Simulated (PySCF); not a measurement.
## Interval between two levels of Ir³⁺ by level of theory

Ir³⁺ [Xe] 4f14 5d6 [5D4, M_J = 4] → Ir³⁺ [Xe] 4f14 5d5 6s1 [7S3, M_J = 3], as a difference of total energies. Calculation: PySCF 2.14, in x2c-SVPall-2c with one added diffuse shell each of s, d type (8s9p10d2f, 99 functions); the two-component X2C-1e Hamiltonian. Correlated levels: [Kr] 4d10 4f14 frozen; the 22 highest virtual spinors dropped. "Screened" scales the spin-orbit matrix elements by Boettger's factors to mimic the two-electron term; Breit and QED terms are absent.

```tsv
method	interval between two levels (cm⁻¹)
GHF (spin-free)	26581
GMP2 (spin-free)	29101
GHF (screened spin-orbit)	30793
GMP2 (screened spin-orbit)	33416
```

The labels give the starting determinants; with spin-orbit coupling the two ends relaxed to ⟨J²⟩ = 20.04, ⟨L²⟩ = 6.95, ⟨S²⟩ = 5.60 and ⟨J²⟩ = 12.00, ⟨L²⟩ = 0.32, ⟨S²⟩ = 11.56.
